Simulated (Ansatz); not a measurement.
Si3Sn⁻ was relaxed with r2SCAN-D4 (def2-SVPD) in Ansatz in these states: charge -1 doublet, charge -1 quartet. The geometries follow in no particular order.

In the def2 sets Sn takes a core potential; there is no spin–orbit coupling.

A:

```
atom   x (Å)   y (Å)   z (Å)
 Si1   0.768   0.714   0.576
 Si2  -1.448   0.832   1.208
 Si3  -0.889  -0.644  -0.474
 Sn4   1.570  -0.902  -1.310
```

B:

```xyz
4

Si   -0.981    0.536   -0.905
Si   -0.905    0.864    1.330
Si    1.136    0.003    0.882
Sn    0.750   -1.403   -1.306
```

Problem. Judge from the bond lengths which geometry belongs to which state (an estimate).

Solution. A is the charge -1 doublet (Si1–Si3 2.386 Å, Si1–Si2 2.307 Å, Si2–Si3 2.307 Å); B is the charge -1 quartet (Si1–Si3 2.821 Å, Si1–Si2 2.259 Å, Si2–Si3 2.259 Å).

At r2SCAN-D4/def2-SVPD the highest occupied level of the charge -1 quartet lies above zero (up to 0.14 eV). It is a level of α spin, whose loss leaves a triplet; that state wasn't run at this geometry and level. The electron is either unbound and held by the finite basis, or the level is raised by self-interaction error. At PBE0-D4/def2-TZVPD a doublet lies 1.47 eV below the charge -1 quartet. These are the stationary points nearest to one start from a short search; other shapes may lie lower in each state.
